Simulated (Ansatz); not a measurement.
Relaxation of CH8AsNO2Si (14 atoms, charge 0, multiplicity 1), to a largest force component of 0.015 eV/Å in at most 40 steps.

Level of theory: RKS PBE-D4/def2-SVP in Ansatz 0.2.0.

```xyz
14
Properties=species:S:1:pos:R:3
C -0.478 -1.752 -1.228
O -0.886 -1.090 -0.031
Si 0.484 -0.305 0.618
O 0.392 -0.120 2.324
N 0.733 1.302 -0.130
As -0.902 2.278 0.109
H -0.144 -0.964 -1.987
H -1.391 -2.177 -1.669
H 0.237 -2.489 -1.038
H 1.726 -1.112 0.407
H 0.230 -1.057 2.688
H 0.876 1.168 -1.121
H -0.335 3.596 -0.502
H -0.556 2.692 1.589
```

Problem. Where does it end, and by what steps?

Solution. It converged. After 21 steps the energy has fallen by 0.844 eV; H14 moved furthest, 1.10 Å.

```tsv
step	energy less start (eV)	largest force component (eV/Å)	accepted
0	0.0000	2.769	yes
1	-0.4116	1.150	yes
2	-0.5282	0.746	yes
3	-0.6199	0.545	yes
4	-0.6424	1.161	yes
5	-0.7038	0.446	yes
6	-0.7482	0.421	yes
7	-0.7305	1.223	no
8	-0.7765	0.164	yes
9	-0.7958	0.145	yes
10	-0.8142	0.078	yes
11	-0.8232	0.216	yes
12	-0.8188	0.605	no
13	-0.8342	0.094	yes
14	-0.8391	0.033	yes
15	-0.8412	0.193	yes
16	-0.8425	0.102	yes
17	-0.8430	0.042	yes
18	-0.8434	0.027	yes
19	-0.8436	0.020	yes
20	-0.8437	0.016	yes
21	-0.8437	0.009	yes
```

```xyz
14
Properties=species:S:1:pos:R:3
C -0.579 -1.744 -1.307
O -0.439 -1.513 0.080
Si 0.675 -0.437 0.728
O 0.271 -0.398 2.348
N 0.563 1.153 0.055
As -0.858 2.316 0.434
H -0.597 -0.794 -1.890
H -1.535 -2.278 -1.489
H 0.245 -2.378 -1.711
H 2.082 -0.896 0.473
H -0.323 -1.124 2.606
H 1.390 1.553 -0.396
H -0.875 3.028 -0.941
H -0.032 3.481 1.038
```

Time of the run: 90 s on 2 threads of Arm Neoverse V2 (shared host), peak memory 0.21 GiB.
